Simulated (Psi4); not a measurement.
C2H2BF (SMILES C#CBF), singlet, at a GFN2-xTB geometry.

Here is a job for Psi4.
```
memory 2 GB

molecule mol {
0 1
  B    -0.798247   -0.339006   -0.118374
  C     0.633851    0.020676   -0.448895
  C     1.773370    0.304217   -0.717696
  H     2.768287    0.550122   -0.956002
  F    -1.302444    0.013578    1.044866
  H    -1.498389   -0.926649   -0.856375
}

set basis cc-pvdz
set reference rhf
set freeze_core true

energy('qcisd(t)')
print_variables()
```

Question: What does this run give for the number of basis functions, nuclear repulsion energy, MP2 correlation energy, total energy?

Answer: 
```
Property                          Value
-------------------------  ------------
number of basis functions            66
nuclear repulsion energy     82.9843 Eh
MP2 correlation energy       -0.5108 Eh
total energy               -201.5798 Eh
```
